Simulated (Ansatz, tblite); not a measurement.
Removing an electron: Al(PF3)Cl3 (AlPCl3F3). Total charge 0; singlet. Geometry: PBE-D4/def2-SVP. Ansatz, gas phase; energy differences of separate SCF runs; the oxidised species was run as a doublet alone.

```xyz
8

Al    0.9205    1.0392   -0.4084
P    -0.6751   -0.7631    0.2994
F    -2.2201   -0.3857    0.3753
F    -0.4642   -1.4057    1.7410
F    -0.7434   -2.0786   -0.5953
Cl    2.6675   -0.1420   -0.2632
Cl    0.4560    2.3749    1.1630
Cl    0.0589    1.3611   -2.3118
```

The xTB rows come from tblite. Correlated methods freeze 28 core orbitals. The rows differ in basis, and correlated rows in double-zeta sets carry the largest basis error. In CCSD on the charge 1 doublet the largest single amplitude is 0.52, so its Hartree–Fock determinant may place the open shell otherwise than the density functionals do. HOMO above LUMO, or a gap near zero within one spin, warns that the state may not be the lowest or that an electron is smeared out.

(1) Estimate orbital energies and vertical ionisation energies at: GFN1-xTB; GFN2-xTB; PBE-D4/def2-TZVP; PBE0-D4/def2-TZVP; ωB97M-V/def2-TZVP; CCSD/def2-SVP; CCSD(T)/def2-SVP.

## Answers

(1) 
```tsv
level	−HOMO (eV)	vertical IE (eV)	−LUMO (eV)	HOMO–LUMO gap (eV)	remarks
GFN1-xTB	13.17	15.51	8.03	5.14	–
GFN2-xTB	11.86	14.52	6.78	5.07	–
PBE-D4/def2-TZVP	7.75	10.51	2.67	5.07	gap within one spin near zero (+1 doublet)
PBE0-D4/def2-TZVP	9.18	11.11	1.81	7.37	–
ωB97M-V/def2-TZVP	11.43	11.59	-0.28	11.71	–
CCSD/def2-SVP	–	11.49	–	–	large T1 (0.056) (+1 doublet)
CCSD(T)/def2-SVP	–	11.35	–	–	large T1 (0.056) (+1 doublet)
```

Relaxing the oxidised species (PBE-D4/def2-SVP) changes its energy by -0.18 eV at PBE-D4/def2-TZVP, so the adiabatic ionisation energy to this nearest minimum is 10.33 eV. At PBE0-D4/def2-TZVP it is 10.89 eV.  Run but left out: HF/def2-SVP, MP2/def2-SVP (charge +1 doublet: a determinant that CCSD turns far, T1 0.056).  Raw xTB energy differences between charge states are shifted by several eV; the methods need an empirical correction for them.
